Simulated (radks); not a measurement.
Values are calculated unless marked as measured or tabulated.
Exchange energies: the exact (Fock) value of the Kohn-Sham orbitals and density-functional approximations, as 100 (|E| - |E exact|)/|E exact|, negative where the magnitude is too small. Species: Li2+ 1s1; Yb [Xe] 4f14 6s2. Level of theory: non-relativistic Kohn-Sham, PBE, spin-polarised, spherical densities, point nucleus (a radial shooting solver on a logarithmic mesh with Libxc functionals). Every spin shell is full or empty, so the densities are truly spherical. Functionals are evaluated on that one density, not self-consistently.

\begin{tabular}{lrr}
functional & Li2+ & Yb \\ \hline
exact (hartree) & -0.931374 & -275.800 \\
LDA & -14.16 & -3.79 \\
B88 & -0.74 & +0.35 \\
revPBE & -0.48 & +0.02 \\
G96 & -0.31 & +0.73 \\
TPSS & +0.07 & -0.13 \\
revTPSS & +0.06 & -0.65 \\
SCAN & +0.07 & +0.29 \\
TASK & +0.07 & -1.79 \\
\end{tabular}
